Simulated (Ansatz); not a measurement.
H$_{4}$O$_{4}$Si, charge +1, doublet, geometry from GFN2-xTB (a state made from the parent by changing its charge; the spin is typed, not shown lowest); MP2/def2-SV(P) (Ansatz, a first-principles code).

Ansatz was given this input:
Ansatz 0.2 input:
```yaml
crystal:
  periodic: [false, false, false]
  atoms:
    - {symbol: O, position_ang: [0.79612351, 1.18702054, -0.75176812]}
    - {symbol: Si, position_ang: [0.00000000, 0.00000000, -0.00000000]}
    - {symbol: O, position_ang: [-1.09252488, 0.61684979, 1.01679468]}
    - {symbol: O, position_ang: [-0.78224479, -0.91629017, -1.07540277]}
    - {symbol: O, position_ang: [1.07864617, -0.88758016, 0.81037621]}
    - {symbol: H, position_ang: [1.06717428, 2.05293366, -0.43562356]}
    - {symbol: H, position_ang: [-1.47782413, 0.24794093, 1.81596436]}
    - {symbol: H, position_ang: [-1.21378610, -0.67784802, -1.90010810]}
    - {symbol: H, position_ang: [1.62443595, -1.62302657, 0.51976730]}
basis:
  gaussian:
    orbitals: def2-SV_P_.json
total_charge: 1
magnetization: {spin_polarized: true, initial_magnetization: 1}
correlation: {method: mp2}
```
The basis file holds def2-SV(P) in the JSON format of the Basis Set Exchange.

The log (banner, timings and long lists left out):

```
Functional definition: HF
798 factors; integrals over basis functions are off by at most 4.1e-4 eV
mean field evaluation 1: about -16050.8560 eV, gradient 4.2e1 eV
mean field evaluation 2: about -16050.8585 eV, gradient 4.2e1 eV
mean field evaluation 4: about -16057.3128 eV, gradient 2.4e0 eV
mean field evaluation 8: about -16057.4032 eV, gradient 9.8e-1 eV
mean field evaluation 16: about -16058.5410 eV, gradient 3.5e-1 eV
mean field evaluation 32: about -16058.1888 eV, gradient 1.7e-5 eV
mean field evaluation 64: about -16055.9523 eV, gradient 1.3e0 eV
mean field evaluation 96: about -16058.5493 eV, gradient 3.1e-5 eV
mean field evaluation 128: about -16058.3621 eV, gradient 7.4e0 eV
mean field evaluation 160: about -16058.1888 eV, gradient 3.7e-4 eV
mean field -16058.54929974 eV, -590.1408018899 hartree, gradient 3.0e-6 eV, S^2 0.758758; 12 other end points of the search recorded, 0 dependent functions left out
9 core orbitals not correlated
reference -16058.54929974 eV, -590.1408018899 hartree; 16, 15 occupied and 57, 58 virtual orbitals, 798 factors
second order -20.84917144 eV of doubles, -0.00000000 eV of singles
Total energy: -16079.39847119 eV, -590.9069948083 hartree
```
